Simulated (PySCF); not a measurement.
**Electronic structure of He (helium, neutral) at the UHF level**

Configuration: 1s2, closed-shell 1S. Calculation: PySCF 2.14, in cc-pVDZ (2s1p, 5 functions); the non-relativistic Hamiltonian (point nucleus).

| Property | Result |
| --- | --- |
| Total energy | -2.855160 hartree |
| One-electron energy | -3.8820 hartree |
| Hartree (Coulomb) energy | 2.0537 hartree |
| Exchange energy | -1.0269 hartree |
| Kinetic energy | 2.85518 hartree |
| ⟨S²⟩ | 0.0000 |
| ⟨L²⟩ | 0.000 |
| Sum of ⟨r⟩ | 1.847 bohr |
| Sum of ⟨r²⟩ | 2.326 bohr² |
| Density at the nucleus (Gaussians lack the cusp) | 2.94 bohr⁻³ |
| Langevin diamagnetic susceptibility | -1.84 ×10⁻⁶ cm³/mol |
| Time after the integrals | 0.02 s of wall time on 1 thread of Neoverse-V2 (shared host) |

```
shell  electrons  mean orbital energy (eV)  rms radius, mean of both spins (bohr)
   1s          2                   -24.875                                   1.08
```
